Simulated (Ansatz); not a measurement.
A set of 12 reactions (hydrogenolysis), with CCSD(T)/CBS values in kJ/mol:

```csv
reaction,ΔE
`[CH3][SnH]([F])[CH2]Cl` + H₂ → `[F][SnH2][CH2]Cl` + CH₄,-25.2
`[CH3][SnH]([F])[CH2]Cl` + H₂ → `[CH3][SnH2][CH2]Cl` + H–F,49.3
`F[SiH]1NCO1` + H₂ → `C1N[SiH2]O1` + H–F,149.8
`C[O][GeH]([Cl])[O]C` + H₂ → `C[O][GeH2][Cl]` + CH₃OH,38.7
`[OH][AlH][O]CF` + H₂ → `[OH][AlH2]` + `OCF`,126.9
`N[SiH2][CH2][GeH2][NH2]` + H₂ → `[NH2][GeH2][CH2][SiH3]` + NH₃,35.7
`O[Si](O)(F)C[SiH2]Cl` + H₂ → `O[SiH](O)F` + `C[SiH2]Cl`,1.6
`N#CB(Cl)Cl` + H₂ → `ClBCl` + `C#N`,8.4
`[F][Sn]([Cl])([Cl])[Cl]` + H₂ → `[Cl][SnH]([Cl])[Cl]` + H–F,20.0
`C[SiH2]B1N[SiH2]1` + H₂ → `B1N[SiH2]1` + `C[SiH3]`,-22.4
`CSSCF` + H₂ → `CSSC` + H–F,-105.6
`N[SiH2][SeH]` + H₂ → `[SiH3][SeH]` + NH₃,35.5
```

Program: Ansatz. Geometries: PBE0-D4/def2-TZVP. ΔE: electronic, gas phase. CBS: MP2 limit from def2 TZ/QZ plus the TZ coupled-cluster correction, frozen cores. Small cases extrapolate CCSD(T) itself. Functionals use def2-TZVPP. B3LYP here is the variant with VWN-RPA as its local correlation; programs differ in this. Elements past krypton have def2 core potentials. For Ge, Se, Sn outer-core shells are correlated without core-valence functions, which leaves a few kJ/mol of doubt a bond. Scalar relativity is left out up to krypton. One conformer a species, not always the lowest.

Q: Give the mean, mean absolute and largest difference (level minus CCSD(T)/CBS, kJ/mol) for: PBE-D4, r2SCAN-D4, PBE0-D4, ωB97X-V, B2PLYP, PBE, PBE0, B3LYP, MP2/def2-TZVPP, SCS-MP2/def2-TZVPP, CCSD(T)/def2-TZVPP, MP2/def2-QZVPP, HF/CBS(def2), CCSD/CBS(def2). (An estimate is asked.)

A: Computed: 
```json
{"level": "PBE-D4", "mean": "2.3", "mean absolute": "6.1", "largest": "16.4"}
{"level": "r2SCAN-D4", "mean": "5.8", "mean absolute": "7.0", "largest": "16.1"}
{"level": "PBE0-D4", "mean": "-2.6", "mean absolute": "5.7", "largest": "-8.9"}
{"level": "ωB97X-V", "mean": "-0.1", "mean absolute": "4.2", "largest": "14.2"}
{"level": "B2PLYP", "mean": "-2.0", "mean absolute": "5.1", "largest": "-12.2"}
{"level": "PBE", "mean": "-2.7", "mean absolute": "7.8", "largest": "15.0"}
{"level": "PBE0", "mean": "-7.0", "mean absolute": "8.3", "largest": "-15.8"}
{"level": "B3LYP", "mean": "-5.8", "mean absolute": "8.9", "largest": "-20.8"}
{"level": "MP2/def2-TZVPP", "mean": "2.7", "mean absolute": "4.4", "largest": "9.3"}
{"level": "SCS-MP2/def2-TZVPP", "mean": "-0.7", "mean absolute": "2.7", "largest": "-6.4"}
{"level": "CCSD(T)/def2-TZVPP", "mean": "-1.9", "mean absolute": "2.9", "largest": "-8.0"}
{"level": "MP2/def2-QZVPP", "mean": "4.0", "mean absolute": "4.8", "largest": "8.6"}
{"level": "HF/CBS(def2)", "mean": "-15.7", "mean absolute": "15.8", "largest": "-34.3"}
{"level": "CCSD/CBS(def2)", "mean": "-4.1", "mean absolute": "4.1", "largest": "-6.1"}
```

The largest T1 diagnostic in the set is 0.014, for `B1N[SiH2]1` (customary mark 0.02).

CCSD(T)/CBS is a level of theory with its own doubt, and the functionals carry their triple-zeta basis error, so these figures describe this set and don't rank the functionals.
